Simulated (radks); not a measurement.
Effect of the nuclear size on the hafnium ion Hf2+, [Xe] 4f14 5d2. Calculated with a radial shooting solver on a logarithmic mesh with Libxc functionals: Dirac Kohn-Sham, PBE, spin-unpolarised, spherical densities, finite nucleus; open shells are shared between the two j in proportion to 2j + 1; Fermi nuclear charge, rms radius 5.347 fm. The rms radius is varied about that value; shifts are against it.

| rms radius (fm) | total energy shift (eV) | density at nucleus (e/bohr^3) | 1s1/2 shift (meV) | 2s1/2 shift (meV) | 5s1/2 shift (meV) | 5p1/2 shift (meV) | 6s1/2 (empty) shift (meV) | 5d5/2 shift (meV) |
|---|---|---|---|---|---|---|---|---|
| 4.4059 | -15.8 | 1.288e+06 | -6410 | -888 | -7.86 | 0.060 | -1.04 | 0.094 |
| 5.101 | -4.32 | 1.227e+06 | -1760 | -243 | -2.15 | 0.016 | -0.285 | 0.026 |
| 5.347 | 0 | 1.209e+06 | 0.000 | 0.000 | 0.000 | 0.000 | 0.000 | 0.000 |
| 5.5181 | 3.08 | 1.196e+06 | 1250 | 174 | 1.54 | -0.012 | 0.204 | -0.018 |
| 6.0475 | 13.0 | 1.161e+06 | 5300 | 734 | 6.50 | -0.049 | 0.861 | -0.078 |

Slopes of the eigenvalues against <r^2> in GHz/fm^2, as finite differences over the two radii next to the reference (eigenvalue slopes, not the field-shift constants of lines): 1s1/2 164000, 2s1/2 22800, 5s1/2 201, 5p1/2 -1.52, 6s1/2 (empty) 26.7, 5d5/2 -2.42.
